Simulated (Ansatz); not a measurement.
Geometry optimisation, UKS PBE/def2-SVP in Ansatz.

The input (input.yaml):

```yaml
crystal:
  periodic: [false, false, false]
  atoms:
    - { symbol: Sn, position_ang: [0.00051, 0.0, -0.284522] }
    - { symbol: H, position_ang: [-0.000884, 0.0, 2.653804] }
    - { symbol: H, position_ang: [1.640499, 0.0, -0.83086] }
    - { symbol: H, position_ang: [-0.819494, 1.420149, -0.831253] }
    - { symbol: H, position_ang: [-0.819494, -1.420149, -0.831253] }
    - { symbol: F, position_ang: [0.000664, 0.0, 3.585882] }
magnetization:
  spin_polarized: true
  initial_magnetization: 1
basis:
  gaussian: { orbitals: def2-SVP }
hamiltonian:
  xc: pbe
relax:
  f_tol: 0.03
  max_steps: 50
```

Command:

```bash
$ ansatz run input.yaml --threads 1 --pin off --max-ram 2048MiB --backend cpu --events-out ev --progress --plain --runs-dir out
```

Problem. Where does it end, and by what steps?

Solution. The forces met the threshold. The force dipped under the threshold on the way, but the program's further checks kept it going. After 34 steps the energy has fallen by 0.108 eV; F6 moved furthest, 1.06 Å.

```
step  energy less start (eV)  largest force component (eV/Å)  accepted
   0                  0.0000                           0.383       yes
   2                 -0.0213                           0.157       yes
   4                 -0.0225                           0.008       yes
   6                 -0.0232                           0.190       yes
   8                 -0.0260                           0.160       yes
  10                 -0.0325                           0.561       yes
  12                 -0.0682                           0.120       yes
  14                 -0.0770                           0.038       yes
  16                 -0.0785                           0.013       yes
  18                 -0.0786                           0.019       yes
  20                 -0.0787                           0.090        no
  22                 -0.0792                           0.051       yes
  24                 -0.0805                           0.240       yes
  26                 -0.0855                           0.719        no
  28                 -0.0957                           0.337       yes
  30                 -0.1005                           0.193       yes
  32                 -0.1064                           0.062       yes
  34                 -0.1079                           0.007       yes
```

```xyz
6
Properties=species:S:1:pos:R:3
Sn -0.140 -0.255 -0.111
H -0.218 -0.147 2.695
H 1.590 -0.235 -0.246
H -0.771 1.347 -0.327
H -0.805 -1.309 -1.334
F 0.347 0.599 2.784
```

Whether the end is a true minimum wasn't checked by a vibrational analysis.

Time of the run: 73 s on 1 thread of Arm Neoverse V1 (shared host), peak memory 0.12 GiB.
